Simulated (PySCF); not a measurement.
Species: C2H6F2OSi.
Numbering: `[OH:1][SiH2:2][C@H:3]([F:4])[CH2:5][F:6]`

Cartesian coordinates in Å at the GFN2-xTB level; atoms count from 1:
```
atom  x, y, z in Å
O1     2.5375    0.0654    0.4303
Si2    1.0998    0.6123   -0.0791
C3    -0.2833   -0.5147    0.6636
F4    -0.1752   -1.7763    0.0737
C5    -1.6840    0.0203    0.4474
F6    -1.7679    0.7575   -0.7119
H7     2.8157   -0.8395    0.3069
H8     0.9635    0.5462   -1.5275
H9     1.0139    1.9218    0.5457
H10   -0.1449   -0.7001    1.7343
H11   -2.4144   -0.7904    0.3592
H12   -1.9594    0.6969    1.2607
```

Method: PySCF, delta-SCF UKS SCAN, pcX-2 on the ionised atom, pcseg-1 elsewhere, spin-free X2C. The ground state was rerun for each ionised atom, in the same mixed basis as its hole state.

```csv
ionised atom,basis functions,E(ground) (Eh),E(ionised) (Eh)
C3,149,-644.90369,-634.14944
C5,149,-644.90246,-634.11938
O1,149,-644.92826,-625.12700
F4,149,-644.94533,-619.50226
F6,149,-644.94496,-619.49105
Si2,160,-644.95980,-577.07161
```

**Question.** Turn these total energies into binding energies.

**Answer.** E(ionised) − E(ground), at 27.2114 eV a hartree:

```
atom           environment  difference (Eh)  binding energy (eV)
  C3        sp3 C–F carbon         10.75425               292.64
  C5        sp3 C–F carbon         10.78308               293.42
  O1        silanol oxygen         19.80126               538.82
  F4        alkyl fluorine         25.44307               692.34
  F6        alkyl fluorine         25.45391               692.64
 Si2  oxygen-bound silicon         67.88819              1847.33
```

**Question.** How much do the ground-state energies differ, and what would follow from using one of them for all holes?

**Answer.** They run from -644.9598 Eh (core basis on Si2) to -644.9025 Eh (on C5), 0.0573 Eh or 1.56 eV apart, for one and the same state in different bases and grids. Pairing the ion of C5 with the ground state of Si2 would put its binding energy 1.56 eV too high.

Only 1s holes are shown. The structure is a single GFN2-xTB conformer in the gas phase; no vibrational or solvent corrections.
